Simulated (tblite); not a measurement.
C₄H₃BF₂N₂.
Atom-mapped SMILES: `[F:1][B:2]([F:3])[c:4]1[n:5][cH:6][cH:7][cH:8][n:9]1` (hydrogens: H10 on C6; H11 on C7; H12 on C8)

Computed with GFN2-xTB (tblite), gas phase: L-BFGS steps from a force-field or distance-geometry start until the largest atomic force falls under 0.01 eV/Å.

The end geometry, which sets the zero of energy:
```
atom  x, y, z in Å
F1      3.0189   -1.3694    0.3554
B2      2.4250   -0.2293    0.0928
F3      3.2406    0.7776   -0.1128
C4      0.8530   -0.0807    0.0305
N5      0.1100   -1.1662    0.2583
C6     -1.2030   -1.0404    0.2070
C7     -1.8194    0.1718   -0.0738
C8     -0.9674    1.2456   -0.2964
N9      0.3459    1.1230   -0.2457
H10    -1.7707   -1.9424    0.3975
H11    -2.8916    0.2731   -0.1157
H12    -1.3401    2.2366   -0.5230
```

Question: These geometries come from the run, each turned onto the end geometry. Order them by energy, lowest first.
A.
```
atom  x, y, z in Å
F1      3.0485   -0.7556    1.0935
B2      2.4279   -0.2150    0.0757
F3      3.2402    0.3810   -0.7583
C4      0.8422   -0.1759   -0.0484
N5      0.0752   -1.2593    0.0697
C6     -1.2355   -1.0774    0.0647
C7     -1.8124    0.1768   -0.0495
C8     -0.9318    1.2399   -0.1601
N9      0.3765    1.0681   -0.1690
H10    -1.8597   -1.9563    0.1599
H11    -2.8802    0.3183   -0.0589
H12    -1.2895    2.2547   -0.2452
```
B.
```
atom  x, y, z in Å
F1      3.0440   -0.8961    1.0484
B2      2.4289   -0.2283    0.1005
F3      3.2242    0.3320   -0.7798
C4      0.8484   -0.0907    0.0227
N5      0.1070   -1.1939    0.1251
C6     -1.2066   -1.0639    0.0676
C7     -1.8207    0.1739   -0.0533
C8     -0.9676    1.2611   -0.1711
N9      0.3464    1.1327   -0.1473
H10    -1.7763   -1.9825    0.1196
H11    -2.8909    0.2849   -0.0625
H12    -1.3357    2.2701   -0.2957
```
C.
```
atom  x, y, z in Å
F1      3.0634   -0.7782    1.2480
B2      2.4707   -0.3630   -0.0395
F3      3.3129    0.5280   -0.8239
C4      0.9178   -0.1740   -0.0447
N5      0.0914   -1.2669    0.0646
C6     -1.2538   -1.0862    0.0475
C7     -1.8230    0.1797   -0.0538
C8     -0.9428    1.2665   -0.1395
N9      0.4063    1.0583   -0.1339
H10    -1.9514   -1.9223    0.1268
H11    -2.9045    0.3129   -0.0569
H12    -1.3856    2.2446   -0.2205
```
D.
```
atom  x, y, z in Å
F1      3.0490   -0.7479    1.1198
B2      2.4598   -0.2489    0.0495
F3      3.2627    0.4129   -0.7644
C4      0.8591   -0.1863   -0.0555
N5      0.0713   -1.2611    0.0696
C6     -1.2397   -1.0744    0.0653
C7     -1.8128    0.1808   -0.0523
C8     -0.9278    1.2369   -0.1510
N9      0.3835    1.0635   -0.1573
H10    -1.8948   -1.9298    0.1509
H11    -2.8804    0.3144   -0.0601
H12    -1.3286    2.2394   -0.2406
```
E.
```
atom  x, y, z in Å
F1      3.0436   -1.3357    0.4396
B2      2.4263   -0.2317    0.0947
F3      3.2237    0.7513   -0.2511
C4      0.8517   -0.0860    0.0569
N5      0.1027   -1.1702    0.2682
C6     -1.2096   -1.0431    0.1952
C7     -1.8200    0.1713   -0.0900
C8     -0.9630    1.2494   -0.2681
N9      0.3493    1.1238   -0.2014
H10    -1.7788   -1.9476    0.3722
H11    -2.8903    0.2721   -0.1698
H12    -1.3343    2.2457   -0.4724
```

Answer: E (0.003 eV), B (0.031 eV), A (0.064 eV), D (0.111 eV), C (1.260 eV).

In the order of the answer:

```csv
step,E above end (eV),largest force (eV/Å),rms force component (eV/Å),rms distance from end (Å),rms bond change (Å),bond most changed (Å)
66,0.003,0.07,0.019,0.057,0.001,B2–C4 +0.002
23,0.031,0.06,0.023,0.359,0.003,B2–C4 +0.008
7,0.064,0.29,0.093,0.383,0.004,B2–C4 +0.011
4,0.111,0.54,0.177,0.389,0.009,B2–C4 +0.025
0,1.260,4.45,1.392,0.419,0.067,F1–B2 +0.165
```

What follows is the cost of the whole relaxation. Time: 0.36 s of wall time. Hardware: Arm Neoverse V2, one thread, shared host.
